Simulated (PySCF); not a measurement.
**Frontier levels across methods**

Compound: C3H10SSi.
Cartesian coordinates in Å at the PBE0-D3(BJ)/def2-SVP level; atoms count from 1:
```
atom  x, y, z in Å
Si1   -2.2393    0.7123    0.6811
C2    -0.6884    0.4558   -0.3633
C3     0.4668   -0.2006    0.3905
C4     1.6991   -0.3993   -0.4788
S5     3.0774   -1.2422    0.3547
H6    -1.9308    1.5715    1.8669
H7    -2.7580   -0.6005    1.1761
H8    -3.3077    1.3782   -0.1263
H9    -0.3805    1.4390   -0.7616
H10   -0.9679   -0.1519   -1.2421
H11    0.7413    0.4148    1.2657
H12    0.1602   -1.1791    0.7963
H13    2.0479    0.5579   -0.8978
H14    1.4612   -1.0494   -1.3364
H15    3.2924   -0.2948    1.2933
```

Basis pcSseg-1 throughout (PySCF), one geometry. The structure is a single PBE0-D3(BJ)/def2-SVP conformer in the gas phase; no vibrational or solvent corrections.

Question: How do the orbital energies, the gap and the dipole change with the method?

Answer: 
| method | kind | HOMO (eV) | LUMO (eV) | gap (eV) | μ (D) | SCF cycles |
| --- | --- | --- | --- | --- | --- | --- |
| BLYP | GGA | -5.40 | -0.33 | 5.07 | 1.31 | 14 |
| B97-D | GGA | -5.55 | -0.31 | 5.25 | 1.36 | 14 |
| OPBE | GGA | -5.57 | -0.24 | 5.33 | 1.40 | 14 |
| PBE | GGA | -5.57 | -0.43 | 5.15 | 1.36 | 14 |
| KT3 | GGA | -5.65 | -0.47 | 5.18 | 1.33 | 14 |
| KT2 | GGA | -5.66 | -0.53 | 5.13 | 1.36 | 14 |
| LDA | LDA | -5.68 | -0.63 | 5.06 | 1.42 | 13 |
| BP86 | GGA | -5.69 | -0.46 | 5.23 | 1.38 | 13 |
| B3LYP | global hybrid | -6.58 | 0.22 | 6.80 | 1.37 | 12 |
| B97-2 | global hybrid | -6.60 | 0.47 | 7.06 | 1.43 | 12 |
| PBE0 | global hybrid | -6.84 | 0.47 | 7.31 | 1.44 | 12 |
| mPW1PW91 | global hybrid | -6.87 | 0.49 | 7.36 | 1.44 | 12 |
| BHandHLYP | global hybrid | -7.95 | 1.32 | 9.27 | 1.44 | 11 |
| CAM-B3LYP | range-separated hybrid | -8.18 | 1.46 | 9.64 | 1.41 | 12 |
| wB97X-D | range-separated hybrid | -8.75 | 2.25 | 11.01 | 1.48 | 12 |
| LC-wPBE | range-separated hybrid | -9.62 | 2.72 | 12.34 | 1.49 | 12 |
| HF | Hartree–Fock | -9.73 | 3.58 | 13.31 | 1.54 | 10 |

The HOMO spans 4.33 eV, from BLYP down to HF, and the gap runs from 5.06 eV (LDA) to 13.31 eV (HF). Over the methods BLYP (0 %), B97-D (0 %), OPBE (0 %), PBE (0 %), KT3 (0 %), KT2 (0 %), LDA (0 %), BP86 (0 %), B3LYP (20 %), B97-2 (21 %), PBE0 (25 %), mPW1PW91 (25 %), BHandHLYP (50 %), HF (100 %), a straight line through the gap against the share of exact exchange rises by 0.82 eV for each 10 % (correlation coefficient 0.999). The dipole ranges from 1.31 D (BLYP) to 1.54 D (HF). This basis has no diffuse functions.
